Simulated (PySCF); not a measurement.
Bond length, frequency and bond energy of SnN⁺ by level of theory

State: ³Σ⁻ (triplet), unpaired electrons π ↑↑. Set-up: basis Sn cc-pVDZ-PP with ECP28, N cc-pVDZ; scalar-relativistic core potentials; PySCF 2.14. De refers to Sn⁺ + N in their high-spin ground configurations, without counterpoise correction. The functionals are run spin-unrestricted. A positive dipole points towards N; it is taken about the centre of mass and depends on that origin.

| Level | Re (Å) | ωe (cm⁻¹) | De (eV) | μ (D) |
| --- | --- | --- | --- | --- |
| ROHF | 2.116 | 572 | -0.336 | -2.31 |
| ROHF-MP2 | 2.139 | 545 | 0.86 | n/a |
| ROHF-SCS-MP2 | 2.148 | 528 | 0.86 | n/a |
| ROHF-CCSD | 2.166 | 492 | 0.88 | n/a |
| ROHF-CCSD(T) | 2.178 | 476 | 1.00 | n/a |
| PBE | 2.175 | 513 | 2.06 | -1.55 |
| r²SCAN | 2.155 | 522 | 1.60 | -1.70 |
| M06-L | 2.161 | 523 | 1.86 | -2.04 |
| B3LYP | 2.158 | 525 | 1.71 | -1.80 |
| PBE0 | 2.144 | 538 | 1.60 | -1.84 |
| M06 | 2.145 | 538 | 1.74 | -2.09 |
| ωB97X | 2.129 | 553 | 1.61 | -1.96 |

The bond length runs from 2.116 Å (ROHF) to 2.178 Å (ROHF-CCSD(T)). De spans -0.34 eV (ROHF, mean field) to 2.06 eV (PBE, GGA). Correlation at CCSD(T) changes the Hartree–Fock bond energy by +1.34 eV; the triples alone change it by +0.12 eV.

Correlated steps freeze 5 core orbitals. Correlated levels converge slowly with the basis: in double zeta they bind strong bonds too weakly, by up to about 1 eV, and carry superposition errors of some tenths. Spin–orbit coupling is left out, which matters for elements this heavy, above all for dissociation energies. For an ion De counts to the pair picked by the measured ionisation energies or electron affinities, which need not be the lowest pair at this level. A negative De means that the minimum lies above the separated atoms at that level. The state was picked by a PBE0 search and need not be the measured ground state.
